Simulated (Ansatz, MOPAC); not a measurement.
Molecule: PH4, charge -1, multiplicity 1. SMILES: [H][P@TB5-]([H])([H])[H]

Atoms: P1, H2, H3, H4, H5. Bonds: P1-H2, P1-H3.

Bond lengths (Å) and angles (degrees) optimised at AM1 with MOPAC; PM6 with MOPAC; MNDO with MOPAC; HF/6-31G* with Ansatz (an electronic-structure program); B3LYP/6-31G* with Ansatz; MP2/6-31G* with Ansatz, each started from the B3LYP-D3(BJ)/def2-TZVP structure (Ansatz) of the last column. A row stands for all coordinates that are equal there. 6-31G* holds six Cartesian d functions. No wavenumbers were computed at MNDO, MP2/6-31G*, so these may be saddle points.

```
coordinate    AM1    PM6   MNDO  HF/6-31G*  B3LYP/6-31G*  MP2/6-31G*  B3LYP-D3(BJ)/def2-TZVP
----------  -----  -----  -----  ---------  ------------  ----------  ----------------------
P1-H2       1.372  1.537  1.363      1.406         1.428       1.422                   1.415
H2-P1-H3    100.8  139.6  103.7      107.2         103.3       110.3                   101.2
```

Mean signed difference of all 2 bond lengths from B3LYP-D3(BJ)/def2-TZVP: AM1 -0.043 Å, PM6 0.123 Å, MNDO -0.052 Å, HF/6-31G* -0.009 Å, B3LYP/6-31G* 0.014 Å, MP2/6-31G* 0.007 Å.
